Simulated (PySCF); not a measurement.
B(Cl)2(OH) (BCl2HO), SMILES ClB(O)Cl.

Coordinates come from a PBE-D3(BJ)/def2-SVP optimisation. Other conformers were not sampled.

Level of theory: TDA-CAM-B3LYP/def2-SVPD in PySCF 2.14.0.

Vertical excitations. Gas-phase values at a fixed geometry. State labels are in the subgroup Cs.

Computed UV-visible absorptions:
```json
[
 {"state": "S1", "symmetry": "A\"", "energy (eV)": "7.07", "λ (nm)": "175", "f": "0.000", "main pairs": "HOMO→LUMO+1 99 %"},
 {"state": "S2", "symmetry": "A\"", "energy (eV)": "7.86", "λ (nm)": "158", "f": "0.000", "main pairs": "HOMO−3→LUMO+1 99 %"},
 {"state": "S3", "symmetry": "A'", "energy (eV)": "8.02", "λ (nm)": "155", "f": "0.036", "main pairs": "HOMO→LUMO 89 %"},
 {"state": "S4", "symmetry": "A'", "energy (eV)": "8.04", "λ (nm)": "154", "f": "0.148", "main pairs": "HOMO−1→LUMO+1 89 %"},
 {"state": "S5", "symmetry": "A\"", "energy (eV)": "8.44", "λ (nm)": "147", "f": "0.001", "main pairs": "HOMO−1→LUMO 79 %"},
 {"state": "S6", "symmetry": "A'", "energy (eV)": "8.49", "λ (nm)": "146", "f": "0.040", "main pairs": "HOMO−2→LUMO+1 73 %, HOMO−3→LUMO 13 %"},
 {"state": "S7", "symmetry": "A\"", "energy (eV)": "8.58", "λ (nm)": "144", "f": "0.013", "main pairs": "HOMO−2→LUMO 78 %"},
 {"state": "S8", "symmetry": "A'", "energy (eV)": "8.90", "λ (nm)": "139", "f": "0.240", "main pairs": "HOMO−3→LUMO 65 %, HOMO−2→LUMO+1 17 %"},
 {"state": "S9", "symmetry": "A\"", "energy (eV)": "8.91", "λ (nm)": "139", "f": "0.001", "main pairs": "HOMO−4→LUMO+1 97 %"},
 {"state": "S10", "symmetry": "A'", "energy (eV)": "9.22", "λ (nm)": "134", "f": "0.063", "main pairs": "HOMO→LUMO+2 47 %, HOMO−3→LUMO+2 10 %, HOMO→LUMO+5 9 %, HOMO→LUMO+3 9 %"},
 {"state": "T1", "symmetry": "A\"", "energy (eV)": "6.91", "λ (nm)": "180", "f": "0", "main pairs": "HOMO→LUMO+1 99 %"},
 {"state": "T2", "symmetry": "A'", "energy (eV)": "7.12", "λ (nm)": "174", "f": "0", "main pairs": "HOMO−1→LUMO+1 89 %"},
 {"state": "T3", "symmetry": "A'", "energy (eV)": "7.30", "λ (nm)": "170", "f": "0", "main pairs": "HOMO−2→LUMO+1 87 %"},
 {"state": "T4", "symmetry": "A\"", "energy (eV)": "7.68", "λ (nm)": "161", "f": "0", "main pairs": "HOMO−3→LUMO+1 97 %"}
]
```
Triplets are in the Tamm–Dancoff approximation.
